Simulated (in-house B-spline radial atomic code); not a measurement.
Atomic self-consistent-field run: K⁶⁺ (with a hole in an inner shell). Level of theory: Dirac-Hartree-Fock, average of configuration, Fermi nucleus of rms radius 3.4349 fm; calculated with an all-electron radial atomic-structure program (B-spline basis).

Command:
```bash
python run_scf.py task.json out
```
Settings (nuclear radius in fm, mass in u):
```
Z                19
configuration    1s2 2s2 2p6 3s2 3p1
hamiltonian      dirac
method           hf
spin_polarised   False
nucleus          fermi
rms_radius       3.4349
atomic_mass      38.96371
speed_of_light   137.035999084
```

Output (hartree, bohr):
```
 radial grid: 66 intervals, B-splines of order 8, outer radius 10.2985 bohr

 iter        energy (Eh)    residual
    1       -585.3524712    7.30e-01
    2       -589.6370130    1.75e-01
    3       -589.7955188    6.94e-02
    4       -589.8213291    2.76e-02
    5       -589.8260653    5.47e-03
    6       -589.8262729    9.65e-05
    7       -589.8262730    6.89e-06
    8       -589.8262730    4.50e-07
    9       -589.8262730    1.19e-08

 total energy                     -589.826273
 kinetic                            594.58520
 electron-nucleus                 -1352.45805
 electron-electron                  168.04657

 first-order corrections (not in the total)
   Gaunt                            0.17038
   retardation                     -0.01312
   frequency dependence            -0.00020
   self-energy                      0.11366
   Uehling                         -0.00813
   Wichmann-Kroll                   0.00003
   recoil                           0.00682

 orbital      occ     eigenvalue          <r>       <r^2>       <1/r>     <1/r^2>       r_max    small
 1s1/2      2.000     -138.44814    0.0809271  0.00880856     18.7288     713.708     0.05304  4.60e-03
 2s1/2      2.000      -18.65115     0.381394    0.171888     3.86228     62.3206      0.3157  7.78e-04
 2p1/2      2.000      -15.64510     0.345158    0.147104     3.74913     19.6659      0.2609  7.42e-04
 2p3/2      4.000      -15.53432     0.347467    0.148934     3.71502     19.1066      0.2628  7.37e-04
 3s1/2      2.000       -4.92722      1.11905     1.42172     1.23821      9.3403       1.004  1.73e-04
 3p1/2      0.333       -4.30926      1.15792     1.53967     1.16893     3.02222       1.032  1.61e-04
 3p3/2      0.667       -4.29421      1.16201      1.5503     1.16322     2.95172       1.036  1.60e-04
```

Cost of the run: 0.55 s on 1 thread of Arm Neoverse V2, on a shared host.

For the Dirac Hamiltonian the kinetic term is c α·p + (β - 1)c².
